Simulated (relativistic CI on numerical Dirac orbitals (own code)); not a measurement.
# What each ingredient does to the levels of Yb LXIII

Base calculation: Dirac-Coulomb-Breit CI, orbitals from a KLI potential per configuration, QED by a radiative potential, unscaled Slater integrals.

Configurations in the expansion (outside the closed core 1s2): 2s2 2p4, 2s 2p5, 2p6, 2p5 3s, 2p5 3p, 2s2 2p3 3s, 2p5 3d, 2s2 2p3 3p, 2s2 2p3 3d, 2s 2p4 3s, 2s 2p4 3p, 2s 2p4 3d, 2s2 2p3 4s, 2s2 2p3 4p, 2s2 2p3 4d, 2s2 2p3 4f, 2s2 2p2 3s2, 2s 2p4 4s, 2s 2p4 4p, 2s2 2p2 3s 3p, 2s 2p4 4d, 2s 2p4 4f, 2s2 2p3 5s, 2s2 2p2 3s 3d, 2s2 2p3 5p, 2s2 2p2 3p2, 2s2 2p3 5d, 2s2 2p3 5f, 2s2 2p3 5g, 2s2 2p2 3p 3d, 2s 2p3 3s2, 2s2 2p2 3d2, 2s 2p3 3s 3p, 2s 2p3 3s 3d, 2s 2p3 3p2, 2s 2p4 5s. Levels of other configurations are missing.

Variants: (1) valence Slater integrals scaled by 0.9; (2) non-relativistic limit. Shifts of the energy above 2s2 2p4 3P_2, in eV, for the lowest level and the first level of each name with at least 55 % of one term (blank where a level changes its place among those of its configuration and J or its character, or is not in the variant):

```
           Level     Base   Δ(1)      Δ(2)
    2s2 2p4 3P_2     0.00   0.00      0.00
    2s2 2p4 1S_0    56.18  -4.64          
    2s2 2p4 3P_1  1083.74  +1.23  -1083.74
    2s2 2p4 1D_2  1102.55  -1.33  -1064.51
    2s 2p5 3P°_2  1459.38  +2.24  -1151.29
    2s 2p5 1P°_1  1537.76  -5.07          
    2s2 2p4 3P_0  2208.71  -1.19          
    2s 2p5 3P°_0  2554.25  +2.32  -2246.15
    2s 2p5 3P°_1  2591.59  -2.04          
        2p6 1S_0  3034.85  -1.75  -2316.02
 2s2 2p3 3p 3P_0  8183.72  -5.01   -116.57
2s2 2p3 3d 3P°_0  8258.75  -0.72          
2s2 2p3 3s 3S°_1  8788.06  +1.99          
2s2 2p3 3s 3D°_3  8801.07  -0.20   -783.39
2s2 2p3 3s 1D°_2  8809.24  -0.89   -780.36
2s2 2p3 3s 3P°_0  8849.63  -3.60   -803.30
2s2 2p3 3s 3P°_1  8853.03  -4.08   -806.70
 2s2 2p3 3p 3D_1  8958.06  -2.88   -855.05
  2s 2p4 3s 5P_3  9094.96  +5.81   -876.40
  2s 2p4 3s 3P_2  9124.08  +2.89          
  2s 2p4 3s 3S_1  9196.66  -3.14          
 2s2 2p3 3p 3F_4  9222.39  +0.06  -1111.10
```

At this charge energies of transitions that change n are usually good to better than 1 %, and those within a shell (Δn = 0) to a few per cent.

Ionisation energy from the two ground configurations alone: base 14433.5 eV. The NIST ASD value (theoretical) is 14435 eV.

LS names give the leading component of a level, which can be under half, so a name can repeat, a term be missing and a line seem to break the LS rules.
